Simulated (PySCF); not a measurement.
The dipole of `o1c(/P=P/C=C)ccc1` from its density and from atomic charges.

Coordinates (GFN2-xTB, Å) and charges (e) from the PBE0/pcSseg-1 density (PySCF):

```
atom       x       y       z  Mulliken      IAO  Hirshfeld  ESP-fitted
  C1   4.224   0.210  -0.162   -0.1197  -0.2842    -0.0849     -0.5604
  C2   3.077  -0.334   0.236   -0.4765  -0.3305    -0.1068     +0.2264
  P3   1.484   0.360  -0.243   +0.1616  +0.1286    +0.0423     -0.1861
  P4   0.308  -0.996   0.734   +0.2526  +0.1669    +0.0399     -0.1758
  C5  -1.306  -0.369   0.301   -0.0896  -0.0614    -0.0196     +0.3969
  C6  -1.789   0.681  -0.445   -0.1143  -0.1944    -0.0764     -0.1984
  C7  -3.192   0.600  -0.375   -0.1463  -0.2161    -0.0812     -0.3267
  C8  -3.470  -0.486   0.404   +0.1689  +0.0222    +0.0225     -0.0437
  O9  -2.344  -1.074   0.815   -0.3590  -0.2177    -0.0587     -0.1966
 H10   4.244   1.087  -0.787   +0.1233  +0.1525    +0.0463     +0.2349
 H11   5.181  -0.199   0.121   +0.1297  +0.1591    +0.0536     +0.1995
 H12   3.079  -1.216   0.865   +0.1519  +0.1520    +0.0389     +0.0611
 H13  -1.200   1.407  -0.969   +0.1095  +0.1741    +0.0539     +0.1649
 H14  -3.901   1.256  -0.838   +0.0979  +0.1712    +0.0615     +0.2179
 H15  -4.398  -0.919   0.722   +0.1099  +0.1778    +0.0689     +0.1861
```

Problem. Compute μ = Σ q r for each scheme (1 e·Å = 4.803 D) and compare with the dipole of the full density.

Solution. The full density gives (-0.74, 0.73, -0.52) D, 1.17 D in size; dipole vectors point from the negative to the positive end.

| scheme | μx | μy | μz | size (D) | share of the full size (%) | angle to the full dipole (°) |
| --- | --- | --- | --- | --- | --- | --- |
| Mulliken | 0.27 | 1.01 | -0.73 | 1.28 | 109 | 52 |
| IAO | -0.69 | 0.77 | -0.54 | 1.17 | 100 | 3 |
| Hirshfeld | -0.70 | 0.16 | -0.11 | 0.72 | 62 | 35 |
| ESP-fitted | -0.75 | 0.70 | -0.49 | 1.14 | 98 | 2 |

Problem. Which set comes closest?

Solution. Length of the difference vector: ESP-fitted 0.04 D, IAO 0.07 D, Hirshfeld 0.70 D, Mulliken 1.07 D. Closest: ESP-fitted. ESP charges are fitted to the potential around the molecule, whose slowest-falling term is the dipole's. The schemes that divide the density aren't constrained to reproduce the dipole.

Problem. What is left for the Hirshfeld atoms' own dipoles?

Solution. The shares of the density sum to the whole, so what Σ q r misses lies in dipoles about the nuclei. The atomic dipoles sum to (-0.74, 0.73, -0.52) − (-0.70, 0.16, -0.11) = (-0.04, 0.57, -0.41) D, 0.70 D in size.

Problem. With the origin at the mean of the coordinates, (0.000, 0.001, 0.025) Å, which are the largest single terms, by size, of the Mulliken dipole along the direction of the full one?

Solution. C2 +5.19, H12 -2.26, H11 -2.16, C7 -1.82, H14 +1.72 D; all 15 atoms together +0.79 D. The single terms depend on the origin, their sum doesn't.

Problem. Give the size of the full dipole in other units.

Solution. 1.17 D = 0.458 au = 0.243 e·Å = 3.89 × 10⁻³⁰ C·m.

Isolated species at its GFN2-xTB geometry (one conformer only).

Shape of the structure used: `[CH2:1]=[CH:2]/[P:3]=[P:4]/[c:5]1[cH:6][cH:7][cH:8][o:9]1`: C1–C2–P3–P4 180°, P3–P4–C5–C6 0°.
